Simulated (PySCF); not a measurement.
A calculated (UHF, PySCF 2.14, x2c-TZVPPall, the spin-free X2C one-electron Hamiltonian (Gaussian nucleus)) atom or ion has these occupied shells.

```
shell  electrons  orbital energy (eV)  rms radius, mean of both spins (bohr)
 1s α          1             -47075.3                                 0.0259
 1s β          1             -47075.3                                 0.0259
 2s α          1              -7820.2                                  0.105
 2s β          1              -7820.0                                  0.105
 2p α          3              -6980.4                                 0.0941
 2p β          3              -6980.3                                 0.0941
 3s α          1              -1774.9                                  0.271
 3s β          1              -1772.0                                  0.271
 3p α          3              -1506.0                                  0.272
 3p β          3              -1502.7                                  0.272
 3d α          5              -1136.5                                  0.250
 3d β          5              -1132.9                                  0.250
 4s α          1              -389.28                                  0.614
 4s β          1              -380.99                                  0.614
 4p α          3              -298.19                                  0.652
 4p β          3              -289.03                                  0.652
 4d α          5              -166.77                                  0.721
 4d β          5              -154.79                                  0.721
 5s α          1              -65.538                                   1.50
 5s β          1              -61.513                                   1.50
 5p α          3              -40.195                                   1.74
 5p β          3              -36.567                                   1.74
 4f α          5              -26.775                                  0.989
 5d α          1              -12.985                                   2.76
 6s α          1              -11.155                                   4.13
```

Problem. Name the element and its charge.

Solution. Sm⁺ (samarium, charge +1), in [Xe] 4f5 5d1 6s1, one real determinant (an excited configuration).
